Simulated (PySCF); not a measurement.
## Electron correlation in Be (beryllium, neutral)

[He] 2s1 3s1, high-spin 3S determinant (an excited configuration). All numbers are calculated (PySCF 2.14, scalar relativity by spin-free X2C-1e, in aug-cc-pCVTZ-DK). Frozen: 1s2; 2 electrons correlated.

Total MP2 correlation energy: -1.93 mhartree.

Same-spin part -1.93 and opposite-spin part 0.00 mhartree; SCS-MP2 scales them by 1/3 and 6/5 to -0.64 mhartree.
